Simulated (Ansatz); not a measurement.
`CSC([SiH3])S` → `C[Si](C)(S)S`  (isomerisation)

Program: Ansatz. Geometries: PBE0-D4/def2-TZVP. ΔE: electronic, gas phase. CBS: MP2 limit from def2 TZ/QZ plus the TZ coupled-cluster correction, frozen cores. DFT in def2-TZVPP. Each species was taken in one conformer, which may not be the lowest.

CCSD(T)/CBS gives -3.00 eV.

(1) Another level gave -2.95 eV. Which?
A. r2SCAN-D4/def2-TZVPP
B. MP2/def2-TZVPP
C. CCSD(T)/def2-TZVPP
D. PBE/def2-TZVPP

Largest T1 diagnostic among the species: 0.011.

Answers

(1) D. PBE -2.95, CCSD(T)/def2-TZVPP -2.99, MP2/def2-TZVPP -3.05, r2SCAN-D4 -3.11 eV.

From PBE to PBE0 (25 % exact exchange), in def2-TZVPP and without D4, ΔE moves by −0.09 eV.
